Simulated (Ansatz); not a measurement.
The inner images of a band of AlF2H2N + H2 (8 atoms, charge 0, multiplicity 1) are given out of order.

These are results of RKS B3LYP-D4/def2-SVP (Ansatz), not measurements.

Initial state:

```xyz
8
Properties=species:S:1:pos:R:3
Al -0.012 -0.015 0.401
N 0.029 -0.368 2.123
H -0.785 -0.635 2.667
H 0.871 -0.438 2.685
F 1.390 0.238 -0.452
F -1.433 -0.127 -0.448
H -0.210 2.315 0.307
H -0.266 2.153 1.052
```

Final state:

```xyz
8
Properties=species:S:1:pos:R:3
Al -0.064 0.568 0.003
N -0.050 0.307 2.031
H -0.813 -0.328 2.281
H 0.832 -0.142 2.293
F 1.442 -0.125 -0.291
F -1.381 -0.433 -0.311
H -0.232 2.117 -0.256
H -0.150 1.160 2.586
```

Put them in order from the first end to the last, with their energies above the first end.
A.
```xyz
8
Properties=species:S:1:pos:R:3
Al -0.058 0.531 -0.003
N -0.045 0.263 2.026
H -0.810 -0.326 2.367
H 0.835 -0.117 2.385
F 1.438 -0.119 -0.408
F -1.386 -0.411 -0.421
H -0.220 2.104 -0.034
H -0.169 1.198 2.424
```
B.
```xyz
8
Properties=species:S:1:pos:R:3
Al -0.032 0.264 0.165
N -0.027 0.062 2.027
H -0.816 -0.340 2.535
H 0.837 -0.123 2.539
F 1.439 0.095 -0.589
F -1.433 -0.207 -0.594
H -0.212 1.967 0.709
H -0.172 1.404 1.546
```
C.
```xyz
8
Properties=species:S:1:pos:R:3
Al -0.053 0.498 -0.002
N -0.041 0.206 2.023
H -0.819 -0.306 2.448
H 0.832 -0.099 2.463
F 1.443 -0.073 -0.502
F -1.396 -0.366 -0.516
H -0.215 2.064 0.188
H -0.166 1.199 2.235
```
D.
```xyz
8
Properties=species:S:1:pos:R:3
Al -0.042 0.384 0.085
N -0.034 0.125 2.023
H -0.823 -0.308 2.513
H 0.830 -0.104 2.523
F 1.448 0.065 -0.588
F -1.435 -0.226 -0.598
H -0.204 1.969 0.610
H -0.155 1.219 1.768
```
E.
```xyz
8
Properties=species:S:1:pos:R:3
Al -0.015 0.080 0.264
N -0.003 -0.117 2.038
H -0.813 -0.389 2.586
H 0.848 -0.170 2.588
F 1.416 0.133 -0.575
F -1.423 -0.174 -0.579
H -0.228 2.093 0.669
H -0.197 1.667 1.344
```
F.
```xyz
8
Properties=species:S:1:pos:R:3
Al -0.049 0.462 0.020
N -0.036 0.151 2.021
H -0.825 -0.290 2.499
H 0.832 -0.084 2.509
F 1.448 -0.004 -0.563
F -1.418 -0.298 -0.573
H -0.209 2.009 0.411
H -0.158 1.177 2.013
```
G.
```xyz
8
Properties=species:S:1:pos:R:3
Al -0.006 -0.029 0.325
N 0.018 -0.286 2.068
H -0.800 -0.482 2.635
H 0.857 -0.272 2.639
F 1.405 0.154 -0.530
F -1.419 -0.164 -0.534
H -0.243 2.265 0.519
H -0.226 1.936 1.214
```

G (+3.7 kJ/mol), E (+25.8 kJ/mol), B (+64.9 kJ/mol), D (+11.8 kJ/mol), F (-44.2 kJ/mol), C (-68.7 kJ/mol), A (-80.5 kJ/mol).

The run took 3.2 min on 1 thread of Arm Neoverse V1, with other jobs on the host, peak memory 0.15 GiB.
